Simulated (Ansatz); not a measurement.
A nudged elastic band was laid between two geometries of CH6FMgN (10 atoms, charge 0, multiplicity 1).

Method: UKS PBE-D4/def2-SVP (Ansatz 0.2.0).

- movable images: 5
- climbing image: yes
- spring: 5.0 eV/Å²
- optimiser: quadratic models (default)
- start path: through a guess of the saddle point
- force threshold: 0.05 eV/Å
- iteration limit: 60
- end points: relaxed

First end point:

```xyz
10
Properties=species:S:1:pos:R:3
Mg -0.820 0.104 0.250
N 0.547 1.510 -0.779
C -0.056 -1.804 0.720
H -0.074 2.331 -0.866
F -2.156 1.323 0.252
H 0.858 1.269 -1.731
H 1.390 1.824 -0.278
H 0.882 -1.744 1.316
H 0.193 -2.391 -0.192
H -0.766 -2.424 1.309
```

Last end point:

```xyz
10
Properties=species:S:1:pos:R:3
Mg -0.818 0.072 0.181
N 0.568 1.544 -0.726
C -0.062 -1.822 0.710
H -0.098 2.323 -0.850
F -2.179 1.257 0.061
H 0.964 1.336 -1.654
H 1.349 1.902 -0.158
H 1.012 -1.783 0.999
H -0.132 -2.551 -0.129
H -0.605 -2.279 1.565
```

Problem. What changes between the two ends?

Solution. No bond is made or broken.

Problem. What energy profile does the band end with?

Solution. The forces met the threshold. The highest image is number 3 of 0 to 6, 0.1 kJ/mol above the ends, which have the same energy within 2 meV. The top lies less than 8 meV above the higher end, about what the thresholds resolve: that end is a shoulder or a very shallow well. A vibrational analysis at the climbing image gives one clearly imaginary mode, 56i cm⁻¹: a first-order saddle point.

```json
{"image": "0", "path coordinate (Å)": "0.00", "energy (kJ/mol)": "0.0"}
{"image": "1", "path coordinate (Å)": "0.29", "energy (kJ/mol)": "0.0"}
{"image": "2", "path coordinate (Å)": "0.57", "energy (kJ/mol)": "0.1"}
{"image": "3", "path coordinate (Å)": "0.86", "energy (kJ/mol)": "0.1"}
{"image": "4", "path coordinate (Å)": "1.02", "energy (kJ/mol)": "0.1"}
{"image": "5", "path coordinate (Å)": "1.18", "energy (kJ/mol)": "0.1"}
{"image": "6", "path coordinate (Å)": "1.35", "energy (kJ/mol)": "0.1"}
```

Problem. What is the geometry of the highest image?

Solution. 
```xyz
10
Properties=species:S:1:pos:R:3
Mg -0.770 0.087 0.238
N 0.563 1.540 -0.776
C -0.062 -1.835 0.728
H -0.125 2.311 -0.808
F -2.099 1.318 0.193
H 0.847 1.348 -1.748
H 1.402 1.897 -0.299
H 0.961 -1.811 1.165
H -0.006 -2.505 -0.159
H -0.712 -2.350 1.467
```

Time of the run: 84 s on 2 threads of AMD EPYC 9R45 96-Core Processor (Zen 5), on a shared host, peak memory 0.17 GiB.
